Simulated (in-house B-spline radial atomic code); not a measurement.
Values are calculated unless marked as measured or tabulated.
## Making a Troullier-Martins d channel for Zr, r_c = 2.23 bohr

Zr, [Kr] 4d2 5s2, non-relativistic LDA (VWN5), spherical and spin-unpolarised, from a B-spline radial code for spherical atoms (atomic units). The all-electron 4d level is ε = -0.150673 hartree, its outermost node lies just inside 0.58 bohr and its outer maximum at 1.59 bohr.

Inside r_c the pseudo-orbital is u(r) = r^3 exp(p(r)), with p = c0 + c2 r² + c4 r⁴ + … + c12 r¹². The seven coefficients follow from p and its first four derivatives at r_c, from zero curvature of the screened potential at the origin, c4 = −c2²/(2l + 5), and from the norm inside r_c. At r_c the all-electron orbital has P = 0.6054923, P' = -0.2061383, the screened potential V = -0.8221311, V' = 0.8680631, V'' = -1.373666, and the norm inside is Q = 0.5859216.

Problem. What are p, p' and p'' at r_c?

Solution. p = ln(P/r_c^3) = ln(0.6054923/11.0896) = -2.90772. p' = P'/P − 3/r_c = -0.34045 − 1.34529 = -1.68574. The radial equation gives p'' = 2(V − ε) − 2(3) p'/r_c − p'² = -1.34292 − (-4.53562) − 2.84172 = 0.35099. Differentiating, p''' = 2V' + 2(3)p'/r_c² − 2(3)p''/r_c − 2p'p'' = -0.058798, and p'''' = 2V'' − 4(3)p'/r_c³ + 4(3)p''/r_c² − 2(3)p'''/r_c − 2p''² − 2p'p''' = -0.36265.

For a trial c2 the five matching conditions are linear in c0, c6, c8, c10 and c12, and c2 is varied until the norm inside r_c equals Q. The root nearest zero gives:

| n | c_n |
| --- | --- |
| 0 | 0.1821483 |
| 2 | -0.8170142 |
| 4 | -0.07416803 |
| 6 | 0.065658 |
| 8 | -0.01447325 |
| 10 | 0.001470005 |
| 12 | -5.862748e-05 |

Problem. Check c4 and p(r_c), and find the screened pseudopotential at the origin.

Solution. −c2²/9 = -0.074168, as listed. The terms c_n r_c^n are 0.18215, -4.06293, -1.83416, 8.07452, -8.85126, 4.47062, -0.88666, which sum to -2.90772. Inverting the radial equation, V_l(r) = ε + 3 p'/r + (p'' + p'²)/2, so V_l(0) = ε + (2l + 3) c2 = -0.150673 + 7 × (-0.817014) = -5.8698 hartree, finite where the all-electron potential diverges.

Orbitals and screened potentials:

```tsv
r (bohr)	P	u	V all-electron	V pseudo
0.223	-0.2846	0.01277	-85.08	-5.863
0.558	-0.03076	0.1608	-16.63	-5.652
0.892	0.4076	0.436	-6.542	-4.783
1.227	0.6331	0.6428	-3.313	-3.294
1.561	0.6923	0.6981	-1.911	-1.915
1.896	0.6665	0.667	-1.208	-1.167
2.23	0.6055	0.6055	-0.8221	-0.8221
```

Logarithmic derivatives P'/P at R = 2.53 bohr, for energies E around ε:

```
E − ε (hartree)  all-electron      pseudo
           -0.5      0.795427    0.796842
          -0.25      0.375894    0.376699
           -0.1    -0.0130487  -0.0128063
              0     -0.398593   -0.398592
            0.1      -1.00059   -0.999811
           0.25      -3.23972     -3.2183
            0.5       7.49089     7.74852
```

Problem. With P(R) = 0.5415323 and a norm of 0.6847798 inside R, what slope in energy does norm conservation fix?

Solution. d(P'/P)/dE = −2 × (norm inside R)/P(R)² = -4.6702 per hartree·bohr at E = ε, for both atoms, since orbital and norm agree at R. Differences over ±0.1 hartree give -4.9377 (all-electron) and -4.9350 (pseudo), which also hold third-order terms. Half a hartree below ε the two curves differ by +0.0014.
